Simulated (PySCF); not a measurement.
## Computed NMR parameters against published values

Molfile (atoms numbered from 1):
```
C5H3NOS
     RDKit          3D

 11 11  0  0  0  0  0  0  0  0999 V2000
    3.4539    0.8338    0.9726 N   0  0  0  0  0  0  0  0  0  0  0  0
    2.7485    0.5368    0.0979 C   0  0  0  0  0  0  0  0  0  0  0  0
    1.7729    0.1240   -1.2156 S   0  0  0  0  0  0  0  0  0  0  0  0
    0.2197   -0.0525   -0.4008 C   0  0  0  0  0  0  0  0  0  0  0  0
   -0.9676   -0.5057   -1.0610 C   0  0  0  0  0  0  0  0  0  0  0  0
   -1.9332   -0.4927   -0.1001 C   0  0  0  0  0  0  0  0  0  0  0  0
   -1.4314   -0.0729    1.0744 O   0  0  0  0  0  0  0  0  0  0  0  0
   -0.1242    0.1979    0.8970 C   0  0  0  0  0  0  0  0  0  0  0  0
   -1.0798   -0.8014   -2.1015 H   0  0  0  0  0  0  0  0  0  0  0  0
   -2.9890   -0.7507   -0.1113 H   0  0  0  0  0  0  0  0  0  0  0  0
    0.4393    0.5483    1.7572 H   0  0  0  0  0  0  0  0  0  0  0  0
  1  2  3  0
  2  3  1  0
  3  4  1  0
  4  5  1  0
  5  6  2  0
  6  7  1  0
  7  8  1  0
  8  4  2  0
  5  9  1  0
  6 10  1  0
  8 11  1  0
M  END
```

Published estimates (parent shift plus substituent increments) and measurements: δ ¹H H11 7.57; H10 7.41; H9 6.49 ppm (estimated from measurements, as parent shift plus tabulated substituent increment; solution, not stated per compound (mostly CDCl3 or CCl4); Pretsch, Buehlmann, Badertscher, Structure Determination of Organic Compounds, 4th ed. (2009)).

PySCF 2.14.0 with density-fitted response routines calculation with shieldings: GIAO WP04/pcSseg-2 and geometry: PBE0-D3(BJ)/def2-SVP; one computed conformer, no solvent model, non-relativistic.

Problem. How close does the calculation come?

Solution. 
Reference values: estimated from measurements, as parent shift plus tabulated substituent increment (solution, not stated per compound (mostly CDCl3 or CCl4); Pretsch, Buehlmann, Badertscher, Structure Determination of Organic Compounds, 4th ed. (2009)).
```tsv
atoms	quantity	reference	computed	computed, scaled
H11	δ ¹H	7.57	7.51	7.53
H10	δ ¹H	7.41	7.37	7.39
H9	δ ¹H	6.49	6.22	6.26
```

Computed shifts are σ(ref) − σ with the named reference compound (TMS for H and C) calculated as an isolated molecule at the same level. The measured values may be among those fitted. Expected solution values come from regression of measured δ (H and C: mostly CDCl3, vs TMS) on computed σ: ¹H (scatter 0.17 ppm rms). A few per cent of atoms miss by over 2 rms, more outside the fitted compound classes.

Problem. How far are the unscaled ¹H shifts from the references?

Solution. Mean signed difference -0.12 ppm, mean absolute 0.12 ppm over 3 comparisons; the largest is -0.27 ppm at H9 (hydrogen on an aromatic CH).
